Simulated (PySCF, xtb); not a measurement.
B(Cl)(OMe)(SiH3) (CH6BClOSi), SMILES B([SiH3])(OC)Cl. Other conformers were not sampled.

Harmonic wavenumbers (cm⁻¹) from GFN2-xTB (xtb) at its own minimum, in rising order: 61, 87, 151, 184, 203, 289, 371, 439, 514, 549, 806, 813, 816, 834, 1002, 1129, 1134, 1311, 1412, 1461, 1467, 2193, 2204, 2292, 2954, 2977, 2986.

Question: What does PBE-D3(BJ)/def2-SVP (PySCF) give at its own minimum? (Estimate from the structure and the level; the computed values follow.)

Answer: 51, 71, 158, 162, 215, 315, 368, 440, 547, 593, 837, 897, 909, 935, 1004, 1134, 1139, 1341, 1408, 1425, 1447, 2134, 2138, 2180, 2954, 3051, 3067. Paired by order, the mean absolute difference is 36 cm⁻¹ and the zero-point energies are 43.8 and 44.2 kcal/mol.
